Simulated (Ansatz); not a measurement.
Coupled-cluster diagnostics for TaTe₂⁻ (the lowest singlet isomer of a short search), Ansatz.

Geometry of the singlet (r2SCAN-D4/def2-TZVPD):

| atom | x (Å) | y (Å) | z (Å) |
| --- | --- | --- | --- |
| Ta1 | -0.292 | 0.591 | 0.545 |
| Te2 | 0.773 | -1.537 | 1.408 |
| Te3 | -0.481 | 0.946 | -1.953 |

In the def2 sets Ta, Te take a core potential; there is no spin–orbit coupling. Correlated methods freeze 8 core orbitals; core or outer-core shells of Ta, Te are correlated, in sets that lack core-valence functions. The geometry of the singlet was relaxed on an unsound state (restricted singlet, unstable towards broken spin symmetry). At PBE0-D4/def2-TZVPD a triplet of charge -1 lies 0.43 eV below the restricted singlet, each at its own geometry. The structure comes from a short search, and lower isomers may exist.

Problem. Estimate the CCSD(T) correlation energy, the shares of MP2 and (T), T1 and the reference's ⟨S²⟩ for: charge -1, singlet, own geometry in def2-TZVPPD; and the rough time on 4 threads of Arm Neoverse V2 on a shared host.

Solution. 
| state | basis | correlation (eV) | MP2 share (%) | (T) share (%) | T1 | ⟨S²⟩ (pure) | wall time | remarks |
| --- | --- | --- | --- | --- | --- | --- | --- | --- |
| charge -1, singlet, own geometry | def2-TZVPPD | -35.765 | 101.6 | 4.7 | 0.031 | 0.00 (0.00) | 21 s | restricted SCF unstable |
Customary marks for T1 are 0.02 (closed shells), 0.045 (open shells) and about 0.05 (3d metals). T1 exceeds 0.02 in 1 of 1 rows and 0.045 in 0; the higher it lies, the less the single-reference result can be trusted.
